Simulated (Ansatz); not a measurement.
Cl$_{3}$HHfTe (`[Cl][Hf]([Cl])([Cl])[TeH]`), relaxed with RKS PBE0-D4/def2-TZVP in the Gaussian-basis code of Ansatz from a GFN2-xTB geometry. The force threshold is 0.005 eV/Å; the program also tests the step.

Total charge 0; spin multiplicity 1. Hf, Te takes the def2 core potential.

Start:

```xyz
6

Cl    1.902    1.302   -0.960
Hf    0.472    0.006    0.242
Cl    1.857   -0.817    1.850
Cl   -0.818    1.602    1.229
Te   -1.179   -1.672   -1.118
H    -2.234   -0.421   -1.243
```

```json
{"step": "1", "energy (eV)": "-46180.9674", "largest force (eV/Å)": "0.927", "largest move (Å)": "0.000"}
{"step": "2 (rejected)", "energy (eV)": "-46180.8515", "largest force (eV/Å)": "1.880", "largest move (Å)": "0.194"}
{"step": "3", "energy (eV)": "-46181.1384", "largest force (eV/Å)": "0.229", "largest move (Å)": "0.094"}
{"step": "4", "energy (eV)": "-46181.1857", "largest force (eV/Å)": "0.218", "largest move (Å)": "0.100"}
{"step": "5", "energy (eV)": "-46181.1997", "largest force (eV/Å)": "0.055", "largest move (Å)": "0.150"}
{"step": "6", "energy (eV)": "-46181.2020", "largest force (eV/Å)": "0.123", "largest move (Å)": "0.105"}
{"step": "7", "energy (eV)": "-46181.2033", "largest force (eV/Å)": "0.142", "largest move (Å)": "0.041"}
{"step": "8 (rejected)", "energy (eV)": "-46181.1989", "largest force (eV/Å)": "0.476", "largest move (Å)": "0.198"}
{"step": "9", "energy (eV)": "-46181.2058", "largest force (eV/Å)": "0.011", "largest move (Å)": "0.082"}
{"step": "10 (rejected)", "energy (eV)": "-46181.2056", "largest force (eV/Å)": "0.189", "largest move (Å)": "0.098"}
{"step": "11 (rejected)", "energy (eV)": "-46181.2056", "largest force (eV/Å)": "0.119", "largest move (Å)": "0.049"}
{"step": "12", "energy (eV)": "-46181.2062", "largest force (eV/Å)": "0.007", "largest move (Å)": "0.024"}
{"step": "13", "energy (eV)": "-46181.2066", "largest force (eV/Å)": "0.038", "largest move (Å)": "0.049"}
{"step": "14 (rejected)", "energy (eV)": "-46181.2065", "largest force (eV/Å)": "0.075", "largest move (Å)": "0.041"}
{"step": "15", "energy (eV)": "-46181.2067", "largest force (eV/Å)": "0.021", "largest move (Å)": "0.020"}
{"step": "16", "energy (eV)": "-46181.2069", "largest force (eV/Å)": "0.020", "largest move (Å)": "0.037"}
{"step": "17", "energy (eV)": "-46181.2069", "largest force (eV/Å)": "0.009", "largest move (Å)": "0.011"}
{"step": "18", "energy (eV)": "-46181.2069", "largest force (eV/Å)": "0.003", "largest move (Å)": "0.003"}
```

End:

```xyz
6

Cl    1.669    1.282   -1.248
Hf    0.440    0.169    0.375
Cl    1.802   -1.037    1.805
Cl   -0.862    1.710    1.523
Te   -1.194   -1.713   -0.826
H    -1.855   -0.412   -1.628
```

Run time 60 s (4 threads of an Intel Xeon Platinum 8559C on a shared host); peak host memory 0.78 GiB.
